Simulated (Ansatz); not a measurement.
Isolated molecules relaxed with PBE0-D4/def2-TZVP in Ansatz; ΔE leaves out vibrations. CCSD(T)/CBS is the MP2 limit (def2-TZVPP, def2-QZVPP) plus CCSD(T) − MP2 in def2-TZVPP, frozen cores. Functionals use def2-TZVPP. Each species was taken in one conformer, which may not be the lowest.

Consider the isomerisation: `C[C@@H]1C=N[Si@H]1F` → `C#CN(C)[SiH2]F`.

`C[C@@H]1C=N[Si@H]1F`:

```xyz
12

C     0.842   -1.175   -0.611
C     0.490    0.174   -0.012
C    -0.127    0.180    1.381
N    -1.198    0.885    1.470
Si   -1.134    1.084   -0.282
F    -1.100    2.579   -0.829
H    -0.023   -1.841   -0.640
H     1.625   -1.676   -0.035
H     1.207   -1.063   -1.634
H     1.350    0.852   -0.030
H     0.286   -0.382    2.230
H    -2.218    0.384   -1.009
```

`C#CN(C)[SiH2]F`:

```xyz
12

C     2.013    1.265    0.886
C     1.043    0.657    0.516
N    -0.042   -0.021    0.117
C    -1.330    0.460    0.615
Si    0.094   -1.236   -1.097
F    -0.049   -0.639   -2.573
H     2.875    1.797    1.207
H    -1.326    0.480    1.707
H    -1.547    1.464    0.243
H    -2.118   -0.217    0.282
H     1.431   -1.847   -0.993
H    -1.044   -2.162   -0.910
```

```
             level  ΔE (kJ/mol)
            PBE-D4        112.8
           ωB97X-V        114.8
            B2PLYP         91.9
              PBE0        118.4
SCS-MP2/def2-TZVPP         95.3
CCSD(T)/def2-TZVPP        104.0
SCS-MP2/def2-QZVPP         94.4
     MP2/CBS(def2)         99.0
```

(1) What does CCSD(T)/CBS give? (An estimate is asked.)

Largest T1 diagnostic among the species: 0.012.

Answers

(1) Computed: +102.6 kJ/mol. The listed levels differ from it by 10.2, 12.2, -10.7, 15.8, -7.3, 1.4, -8.2, -3.6 kJ/mol.

From PBE to PBE0 (25 % exact exchange), in def2-TZVPP and without D4, ΔE moves by +5.9 kJ/mol. In def2-TZVPP, CCSD(T) changes the Hartree–Fock value by +19.6 kJ/mol (the triples alone add +2.3 kJ/mol) and MP2 by +15.9 kJ/mol.

CCSD(T)/CBS has its own doubt, a few kJ/mol and more with outer-core shells, so smaller differences from it don't rank the levels.
